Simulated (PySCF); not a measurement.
Identify the unknown among the candidates.

All candidates are C9H16.

- 1H NMR: chemical shifts (computed TMS as zero) by class: 2.36 (2 H), 2.12 (2 H), 1.23 (3 H), 1.06 (9 H) ppm [GIAO PBE0/pcSseg-1]
- Rotational structure: rotational constants A, B, C: 3.213, 0.734, 0.695 GHz [GFN2-xTB]
- 13C NMR: chemical shifts (computed TMS as zero) by class: 91.4 (1 C), 86.0 (1 C), 35.7 (1 C), 33.4 (1 C), 30.6 (3 C), 17.7 (1 C), 16.0 (1 C) ppm [GIAO PBE0/pcSseg-1]
- Dipole: 0.28 D [PBE0/pcSseg-1]

Gas-phase values; electronic properties from PySCF, density fitting. Levels stand in brackets. Geometry: GFN2-xTB; no solvent, vibrations or thermal averaging. NMR classes are plain means over equivalent atoms (diastereotopic ones count apart unless rotation or inversion swaps them), as if these changed places fast.

Problem. Which candidate is it?
A. `C1CCC2(C1)CCCC2`
B. `CCC#CCC(C)(C)C`
C. `CCC[C@@]12CCC[C@@H]1C2`

Solution. B. It is `CCC#CCC(C)(C)C`. Numbering: `[CH3:1][CH2:2][C:3]#[C:4][CH2:5][C:6]([CH3:7])([CH3:8])[CH3:9]`. Its formula, C9H16, gives 2 degrees of unsaturation: 0 rings and 2 π bonds in the structure found. 9 carbons fall into 7 classes; from least to most shielded: alkyne carbon [C3] (91.4 ppm), alkyne carbon [C4] (86.0 ppm), propargylic carbon [C5] (35.7 ppm), quaternary sp3 carbon [C6] (33.4 ppm), methyl carbon [C7/C8/C9] (30.6 ppm, 3 C, up to 3.0 ppm apart in this geometry), methyl carbon [C1] (17.7 ppm), propargylic carbon [C2] (16.0 ppm). Hydrogen classes from least to most shielded: 2 H on a propargylic carbon, C2 (2.36 ppm), 2 H on a propargylic carbon, C5 (2.12 ppm), 3 H on a methyl carbon, C1 (1.23 ppm), 9 H on 3 methyl carbons, C7/C8/C9 (1.06 ppm, a mean of values up to 1.2 ppm apart in this geometry). The optimised geometry has point group Cs and is an asymmetric top.

The others, at the same levels:
- `CCC[C@@]12CCC[C@@H]1C2` fails: it has 9 carbon classes against 7; its computed 13C shifts are 41.5 (1 C), 34.2 (1 C), 31.5 (1 C), 30.0 (1 C), 25.9 (1 C), 25.4 (1 C), 24.6 (1 C), 17.3 (1 C), 15.4 (1 C) ppm, 1H shifts are 2.15 (1 H), 1.90 (1 H), 1.81 (1 H), 1.80 (1 H), 1.65 (1 H), 1.59 (1 H), 1.57 (1 H), 1.51 (1 H), 1.30 (1 H), 1.09 (3 H), 0.85 (1 H), 0.77 (1 H), 0.35 (1 H), 0.28 (1 H) ppm and smallest rotational constant is 0.994 GHz (against 0.695 GHz).
- `C1CCC2(C1)CCCC2` fails: it has 3 carbon classes against 7; its computed 13C shifts are 51.8 (1 C), 43.0 (4 C), 28.4 (4 C) ppm, 1H shifts are 1.70 (8 H), 1.49 (8 H) ppm and smallest rotational constant is 1.151 GHz (against 0.695 GHz).

Each candidate is one conformer, not necessarily the lowest. Dipoles, sizes and rotational constants follow the conformer. The torsions of the flexible species, by atom-mapped SMILES:
- `[CH3:1][CH2:2][C:3]#[C:4][CH2:5][C:6]([CH3:7])([CH3:8])[CH3:9]`: C4–C5–C6–C7 60°

The conformers of `CCC[C@@]12CCC[C@@H]1C2` and `C1CCC2(C1)CCCC2` aren't listed.
